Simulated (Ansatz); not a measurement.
Relaxation of Li₃Cl₃ with RKS PBE-D4/def2-SVP.

```sh
$ ansatz run in.yaml --threads 4 --pin off --events-out ev --progress --plain --max-ram 3916MiB
```

```yaml
crystal:
  periodic: [false, false, false]
  atoms:
    - {symbol: Li, position_ang: [1.700960, 0.897650, 0.827020]}
    - {symbol: Li, position_ang: [-0.931830, -0.438920, 0.848440]}
    - {symbol: Li, position_ang: [-0.042680, -0.068380, -1.325240]}
    - {symbol: Cl, position_ang: [-1.926610, -1.031320, -0.965180]}
    - {symbol: Cl, position_ang: [-0.097640, 1.791210, 0.145500]}
    - {symbol: Cl, position_ang: [1.297800, -1.150230, 0.469470]}
basis:
  gaussian: {orbitals: def2-SVP}
hamiltonian: {xc: pbe, dispersion: d4}
scf: {omitted_lower_state_checks: [starts]}
output: {orbitals: {seedname: orbitals}}
relax: {f_tol: 0.02, max_steps: 100}
```

Run time 3.4 s (4 threads of Arm Neoverse V2 on a shared host).

Positions (Å) and forces (eV/Å) at steps 1, 2, 3, 4 of 4:

```xyz
6
step=1 energy=-38162.0003 eV
Li    1.701    0.898    0.827    0.365    0.206    0.194
Li   -0.932   -0.439    0.848    0.005    0.053    0.225
Li   -0.043   -0.068   -1.325    0.195    0.047   -0.133
Cl   -1.927   -1.031   -0.965   -0.431   -0.221   -0.202
Cl   -0.098    1.791    0.145   -0.293    0.405   -0.066
Cl    1.298   -1.150    0.469    0.159   -0.490   -0.019
6
step=2 energy=-38162.0404 eV
Li    1.714    0.906    0.841    0.200    0.116    0.108
Li   -0.930   -0.442    0.836   -0.022    0.016    0.177
Li   -0.053   -0.074   -1.320    0.131    0.037   -0.131
Cl   -1.967   -1.048   -0.982   -0.161   -0.082   -0.068
Cl   -0.098    1.836    0.145   -0.130    0.065   -0.041
Cl    1.335   -1.178    0.480   -0.018   -0.153   -0.045
6
step=3 energy=-38162.0457 eV
Li    1.739    0.925    0.865   -0.040   -0.010   -0.022
Li   -0.936   -0.403    0.870   -0.121   -0.041   -0.127
Li    0.003   -0.108   -1.329   -0.160   -0.067   -0.027
Cl   -1.986   -1.049   -0.986    0.110    0.052    0.060
Cl   -0.138    1.824    0.152    0.109    0.007    0.062
Cl    1.319   -1.189    0.428    0.101    0.059    0.054
6
step=4 energy=-38162.0541 eV
Li    1.749    0.928    0.869    0.004    0.003    0.001
Li   -0.963   -0.401    0.850    0.005    0.003   -0.006
Li   -0.024   -0.123   -1.341    0.001   -0.001    0.010
Cl   -1.989   -1.056   -0.987    0.004    0.002    0.001
Cl   -0.117    1.827    0.171   -0.009    0.002   -0.003
Cl    1.345   -1.175    0.438   -0.004   -0.009   -0.004
```

Another isomer (singlet) lies 0.49 eV lower at PBE0-D4/def2-TZVP; other spin states weren't run for this one.
